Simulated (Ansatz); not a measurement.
Species: CCl₂, charge 1, multiplicity 2. 
Structure (B3LYP-D3(BJ)/def2-TZVP (Ansatz, a quantum-chemistry and plane-wave program) minimum search):
```xyz
3

C      0.0186     0.0059     0.5093
Cl     0.8255    -1.2186    -0.1061
Cl    -0.8321     1.2165    -0.0737
```
Charge +1, spin multiplicity 2.

Parts of the frozen-core correlation energy in aug-cc-pV(D+d)Z (Ansatz, hartree). Frozen orbitals: 11; correlated occupied orbitals by spin: 9 and 8; virtual: 67 and 68. Open shells are spin-unrestricted. No spin-orbit coupling. Non-relativistic.

| term | value |
|---|---|
| reference (HF) | -956.46988 |
| MP2 opposite-spin | -0.28553 |
| MP2 same-spin | -0.10970 |
| CCSD correlation | -0.42675 |
| (T) | -0.01945 |
| T1 diagnostic | 0.025 |
| largest doubles amplitude | 0.061 |
| <S^2> of the reference | 0.770 |
